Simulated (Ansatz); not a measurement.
Molecule: sum formula YOBr, net charge 0, singlet state. SMILES: [Y](=[O])[Br]
Geometry: optimised at B3LYP-D3(BJ)/def2-TZVP (Ansatz, a first-principles code).

CCSD(T) with Ansatz in growing basis sets, 16 correlated electrons. Correlated levels leave the core frozen unless marked. UHF or UKS for open shells. No spin-orbit coupling. Frozen are the shells of the preceding noble gas and the d and f shells that filled before the atom's block. In def2 rows, elements after Kr have scalar-relativistic effective core potentials. Costs are ratios of core time to the smallest set, on shared machines of one kind, and rough; they hold the program's checks for lower states.

```tsv
basis	functions	cost over smallest	E(corr) (Eh)	electronic atomisation energy (kcal/mol)
def2-TZVPP	135	1×	-0.5031	255.8
def2-QZVPP	227	5×	-0.5435	263.2
```

Formally CCSD grows as o²v⁴ and (T) as o³v⁴; with o = 8 and v going from 108 to 200 both grow 12-fold in the last step, while integrals and the mean field grow more slowly. That step adds 40.5 mEh of correlation energy and 7.5 kcal/mol to the atomisation energy.
